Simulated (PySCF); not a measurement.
These compounds are isomers of formula C₈H₁₂O₃.

A. `C[C@@]1(OC=O)C[C@@H]2CC[C@H]1O2`
B. SMILES O1C=C(OC)OC(C(C)C)=C1
C. `C1[C@H](OC)C(=O)C=C(OC)C1`

Spectrum 1. ¹³C{¹H} NMR (computed): δ 203.4 (C), 184.6 (C), 105.8 (CH), 84.4 (CH), 62.0 (CH3), 56.6 (CH3), 34.0 (CH2), 33.4 (CH2).

Spectrum 2. ¹³C{¹H} NMR (computed): δ 159.0 (C), 146.3 (C), 128.9 (CH), 111.7 (CH), 53.9 (CH3), 34.9 (CH), 22.1 (CH3).

Spectrum 3. ¹³C{¹H} NMR (computed): δ 165.7 (CH), 88.2 (C), 85.0 (CH), 79.0 (CH), 49.2 (CH2), 33.1 (CH2), 25.7 (CH2), 25.5 (CH3).

[PySCF 2.14: shielding tensors at PBE0/pcSseg-1 (GIAO); structure optimised with GFN2-xTB; one averaged value for each set of equivalent atoms; in vacuum; single conformer; non-relativistic]

Scale: ¹³C (σref 186.93) vs TMS (reference shieldings calculated alike). Shifts are as computed. Against solution values, carbons near 30 ppm lie about +3 ppm off and those near 130 ppm about +5 ppm. Of 1211 compounds with measured shifts, 218 miss one by over three times the rms of a fit or turn the order of signals round; such compounds aren't used in these exercises.

Which spectrum belongs to which compound?

## Answers

1–C, 2–B, 3–A.

- Spectrum 1 (C): 8 ¹³C signals; δC 203.4 is a ketone carbonyl carbon; δC 184.6 is an alkene carbon bearing oxygen.
- Spectrum 2 (B): 7 ¹³C signals; δC 159.0 is an alkene carbon bearing oxygen; δC 146.3 is an alkene carbon bearing oxygen.
- Spectrum 3 (A): 8 ¹³C signals; δC 165.7 is an ester carbonyl carbon; δC 88.2 is a fully substituted sp3 carbon bonded to O.
